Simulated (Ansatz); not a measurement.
Cost and result up the ladder for Ge3O9H6 (the lowest singlet isomer of a short search) (18 atoms). Total charge 0; singlet. Geometry: PBE-D4/def2-SVP.

Cartesian coordinates in Å:
```
Ge 0.391 -0.343 -2.122
Ge -1.493 0.869 1.125
Ge 0.048 -1.965 1.140
O 1.104 -2.321 -1.621
O -2.694 2.009 1.041
O 1.247 -1.305 -0.537
O -0.086 0.958 2.364
O -0.110 1.863 -0.254
O -0.617 -3.245 -0.140
O 0.526 2.280 2.234
O 1.956 0.273 -2.760
O -1.393 -0.825 0.659
H -0.738 2.543 -0.586
H -0.043 2.826 2.822
H -1.503 -2.917 -0.408
H 2.733 -0.114 -2.311
H 0.299 -2.897 -1.155
H 0.373 2.311 0.510
```

Ansatz on 4 threads of Intel Xeon on a shared host. Times are rough, and most runs start from the orbitals of an earlier one. PBE0-D4/def2-TZVP serves as the yardstick here, not as an exact answer. Differences are given only for rows in sets of like size (and for xTB, whose basis is part of the method), since another set adds its own error. Binding counts from free atoms at the same level (Ge triplet, O triplet, H doublet; other spins of the atoms weren't run), without zero-point energy or a counterpoise term.

B3LYP takes the VWN-RPA correlation. Correlated methods freeze 36 core orbitals; core or outer-core shells of Ge are correlated, in sets that lack core-valence functions. The rows differ in basis, and correlated rows in double-zeta sets carry the largest basis error. The structure holds 2 bonds between oxygen atoms, so isomers without such links may lie far lower. The structure comes from a short search, and lower isomers may exist.

Correlated methods converge slowly with the basis, most of all in double-zeta sets.

| level | functions | binding energy per atom (eV) | difference from PBE0-D4/def2-TZVP (eV) |
| --- | --- | --- | --- |
| PBE0-D4/def2-SVP | 252 | 3.48 | – |
| r2SCAN-D4/def2-TZVP (with forces) | 459 | 3.56 | 0.09 |
| PBE0-D4/def2-TZVP | 459 | 3.47 | 0.00 |
| HF/STO-3G | 105 | 1.90 | – |
| MP2/def2-SVP | 252 | 3.36 | – |
| B3LYP-D4/def2-TZVP | 459 | 3.51 | 0.04 |
| PBE-D4/def2-SVP | 252 | 3.74 | – |
| B97M-V/def2-TZVP | 459 | 3.53 | 0.06 |
| PBE-D4/def2-TZVP | 459 | 3.71 | 0.24 |

Task: Estimate how long each takes.

Result: HF/STO-3G 6 s; PBE-D4/def2-SVP 12 s; PBE0-D4/def2-SVP 24 s; PBE-D4/def2-TZVP 30 s; MP2/def2-SVP 32 s; r2SCAN-D4/def2-TZVP (with forces) 55 s; B3LYP-D4/def2-TZVP 72 s; B97M-V/def2-TZVP 83 s; PBE0-D4/def2-TZVP 98 s. On shared hardware such times vary by a factor of up to 3.
